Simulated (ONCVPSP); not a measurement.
**hydrogen: ONCV pseudisation with LDA (Perdew-Zunger), non-relativistic reference atom.**

```
Element                 : hydrogen
Generator               : ONCVPSP 4.0.1
Type                    : optimised norm-conserving Vanderbilt (ONCV)
Functional              : LDA (Perdew-Zunger)
Relativity              : non-relativistic
Frozen core             : none
Valence charge          : 1
Reference configuration : 1s1
Partial waves           : 1s: rc 0.85 bohr, ncon 4, nbas 7, qcut 7.7 1/bohr, 3 projectors, debl 2.5 Ha; p scattering state at 0.38 Ha: rc 0.90 bohr, ncon 5, nbas 8, qcut 9.9 1/bohr, 2 projectors, debl 1 Ha
Local potential         : polynomial inside 0.80 bohr (lpopt 1, dvloc0 4 Ha)
Core correction         : none
```

All-electron outer shells of the reference configuration (LDA (Perdew-Zunger), non-relativistic, ld1.x):

| shell | level (eV) | outermost node (bohr) | outermost maximum (bohr) |
| --- | --- | --- | --- |
| 1s | -6.36 | – | 1.05 |

Does the generator finish with these settings?

Yes, a potential is produced and its reference levels are reproduced.

Estimate the cutoffs (Ha) at which the residual kinetic energy of the hardest occupied pseudo-wave falls to 1 and 0.1 mHa per electron.

21 Ha and 35 Ha.

What does a ghost test show?

No bound ghost flagged; no localised positive-energy state flagged.
